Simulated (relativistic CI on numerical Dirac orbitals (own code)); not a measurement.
Radial Dirac CI calculation of Ni3+.

Command:

```sh
python run_levels.py task.json out
```

Input:

```
atom Ni  Z=28  charge=3  electrons=25
nucleus A=58  rms_radius_fm=3.7757
hamiltonian dirac-coulomb  breit=on  qed=on  c_scale=1
orbitals kli  potential=per-configuration
slater_scale 1
correlation none
mixing on
grid step=0.0125 r_max=25.7
scf mixing=0.4 start=green max_iterations=150 tolerance=2e-08 node_fill=0.05
configurations
  [Ar] 3d7
end
```

Output:

```
SCF 1: [Ar] 3d7
 iter      energy (Ha)   residual   last orbital (Ha)
    1     -1504.603032   2.07e+00     -5.12437
    2     -1515.826416   7.28e-01     -2.95582
    3     -1517.075908   9.27e-02     -2.07900
    4     -1517.149299   1.04e-01     -2.24999
    5     -1517.173997   2.25e-02     -2.14839
    6     -1517.174712   5.41e-04     -2.12020
    7     -1517.174661   1.02e-03     -2.11769
    8     -1517.174710   1.08e-04     -2.11890
    9     -1517.174717   1.58e-05     -2.11905
   10     -1517.174716   1.40e-07     -2.11903
   11     -1517.174716   3.19e-08     -2.11903
   12     -1517.174716   4.11e-10     -2.11903
orbital energies (Ha): 2s -37.9095  2p1/2 -33.2991  2p3/2 -32.6577  3s -5.9456  3p1/2 -4.5304  3p3/2 -4.4490  3d3/2 -2.1289  3d5/2 -2.1190
configuration averages (Ha): Dirac-Coulomb, Breit, QED
  3d7                          -1517.174716    0.601294    0.403550
levels: no., configuration, term, J, E (cm-1), weight
   1 3d7                    4F   9/2              0.0  1.00
   2 3d7                    4F   7/2           1154.4  1.00
   3 3d7                    4F   5/2           1993.8  1.00
   4 3d7                    4F   3/2           2566.7  1.00
   5 3d7                    2G   9/2          22125.0  0.98
   6 3d7                    4P   5/2          22155.1  1.00
   7 3d7                    4P   3/2          22485.3  0.96
   8 3d7                    4P   1/2          22991.4  0.99
   9 3d7                    2G   7/2          23207.8  1.00
  10 3d7                    2P   3/2          29313.4  0.83
  11 3d7                    2H   11/2         29352.1  1.00
  12 3d7                    2H   9/2          30332.1  0.98
  13 3d7                    2P   1/2          30451.3  0.99
  14 3d7                    2D   5/2          31963.9  1.00
lowest total energy -1516.298268 Ha
end: converged
```

With so few configurations and no correlation, terms lie too far apart (by 10 to 50 % or more near neutrality), their order can be wrong, and levels of other configurations are missing.
